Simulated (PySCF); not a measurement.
Excitations are Tamm–Dancoff values on a coarser integration grid. The basis has no diffuse functions, so Rydberg states are missing or too high.

Z-matrix (Å, degrees):
```
Al
C 1 1.9750
H 2 1.1032 1 112.94
H 2 1.1036 3 107.72 1 125.88
H 2 1.1049 3 106.34 4 113.46
C 1 1.9750 2 118.99 3 -41.20
H 6 1.1030 1 112.94 2 41.17
H 6 1.1035 7 107.72 1 -125.88
H 6 1.1048 7 106.35 8 -113.45
C 1 1.9784 2 118.24 3 163.07
H 10 1.1038 1 113.18 2 -163.55
H 10 1.1039 11 107.68 1 -125.89
H 10 1.1050 11 106.10 12 -113.26
S 1 2.6235 2 96.65 3 60.19
H 14 1.3514 1 97.25 2 166.84
H 14 1.3514 15 92.84 11 74.33
```
Charge 0, multiplicity 1.

Q: What total energy, S1 oscillator strength, dipole moment, T1 excitation (TDA) and charge on the central atom (Mulliken) does PBE-D3(BJ)/def2-TZVP // PBE0-D3(BJ)/def2-SVP in PySCF give?

A: 
total energy: -20712.46 eV
S1 oscillator strength: 0.003
dipole moment: 0.610 e·Å
T1 excitation (TDA): 4.35 eV
charge on the central atom (Mulliken): 0.44 e
